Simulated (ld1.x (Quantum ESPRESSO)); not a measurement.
## Building the ultrasoft potential for Zr (PBE, fully relativistic).

The input file (ld1.x (Quantum ESPRESSO) 7.5):

```
&input
   title='Zr', zed=40., rel=2, dft='PBE', iswitch=3,
   config='[Kr] 4d2 5s1.5 5p0', rel_dist='average',
   nld=5, rlderiv=4.00, eminld=-3.0, emaxld=5.0, deld=0.02
 /
 &inputp
   pseudotype=3, tm=.true., lloc=-1, rcloc=2.75,
   nlcc=.true., new_core_ps=.true., rcore=2.80,
   file_pseudopw='Zr.UPF', file_wfcaegen='ae.wfc', file_wfcncgen='nc.wfc', file_beta='beta', file_chi='chi', file_wfcusgen='us.wfc'
 /
6
5S  1  0   1.50   0.00  2.35  2.70  0.0
5S  1  0   0.00   1.15  2.35  2.70  0.0
5P  2  1   0.00   0.00  2.85  3.70  0.0
5P  2  1   0.00   0.05  2.85  3.70  0.0
4D  3  2   2.00   0.00  2.10  2.90  0.0
4D  3  2   0.00   0.85  2.10  2.90  0.0
 &test
   configts(1)='4d2 5s1.5 5p0'
 /
```

Command:

```bash
ld1.x < Zr.in > Zr.out
```

The program printed (shortened: banner, matrices, multipoles, cross overlaps and the repeated all-electron block are left out):

```
[... start of the log left out ...]
     R is outside the sphere for l=    1 j= 1.50
     R is outside the sphere for l=    1 j= 1.50
     R is outside the sphere for l=    2 j= 1.50
     R is outside the sphere for l=    2 j= 1.50
     R is outside the sphere for l=    2 j= 2.50
     R is outside the sphere for l=    2 j= 2.50

     ---------------------- Testing the pseudopotential ----------------------

     Zr
     dirac relativistic calculation

     atomic number is 40.00   valence charge is  4.00
     dft =PBE   lsd =0 sic =0 latt =0  beta=0.20 tr2=1.0E-14
     mesh =1225 r(mesh) = 100.59681 xmin = -7.00 dx = 0.01250

     n l  j  nl             e AE (Ry)       e PS (Ry)    De AE-PS (Ry)
     3 2 1.5 4D   1( 0.80)       -0.49556       -0.00000       -0.49556  !
     3 2 2.5 4D   1( 1.20)       -0.48566       -0.00000       -0.48565  !
     1 0 0.5 5S   1( 1.50)       -0.52262       -0.69980        0.17718  !
     2 1 0.5 5P   1( 0.00)       -0.28376       -0.28376        0.00000
     2 1 1.5 5P   1( 0.00)       -0.27428       -0.27428        0.00000

     eps = 3.0E-01  iter =201

     Etot =   -7197.705553 Ry,   -3598.852776 Ha,  -97929.772938 eV
     Etotps =    -3.653959 Ry,      -1.826979 Ha,     -49.714643 eV

     Ekin =       0.127299 Ry,       0.063649 Ha,       1.731990 eV
     Encl =      -1.719933 Ry,      -0.859966 Ha,     -23.400874 eV
     Ehrt =       0.348958 Ry,       0.174479 Ha,       4.747814 eV
     Ecxc =      -2.665485 Ry,      -1.332743 Ha,     -36.265772 eV
     (Ecc =      -2.323365 Ry,      -1.161683 Ha,     -31.610995 eV)
     Epseu=       0.255202 Ry,       0.127601 Ha,       3.472199 eV

     ---------------------- End of pseudopotential test ----------------------
```

The run took about 3.5 s on one core of a shared server CPU.
